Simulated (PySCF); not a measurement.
## Working out the ionisation energy of Ta

Ta [Xe] 4f14 5d3 6s2 (4F) → Ta⁺ [Xe] 4f14 5d3 6s1 (5F). Calculation: PySCF 2.14, in def2-SVP with the def2 core potential (60 electrons); scalar relativity through the core potential. Frozen: 5s2 5p6. Energies in hartree (1 hartree = 27.21139 eV):

```csv
part,Ta (lower),Ta⁺ (upper)
UHF,-56.285807,-56.075224
MP2 opposite-spin,-0.030951,0.000000
MP2 same-spin,-0.018039,-0.017594
```

Task: What does Hartree-Fock give?

Result: (-56.075224) − (-56.285807) = 0.210583 hartree = 5.730 eV.

Task: What do MP2 and SCS-MP2 (6/5 opposite-spin, 1/3 same-spin) give?

Result: The opposite-spin parts differ by 0.842 eV and the same-spin parts by 0.012 eV. MP2: 5.730 + (0.842) + (0.012) = 6.584 eV. SCS-MP2: 5.730 + 1.2 × (0.842) + (0.012)/3 = 6.744 eV.

Measured between the centres of the two terms (NIST): 7.573 eV, so MP2 (valence) is off by -0.989 eV.

A double-zeta basis recovers only part of the correlation energy.

What remains against the reference includes basis incompleteness, the frozen core and correlation beyond second order.
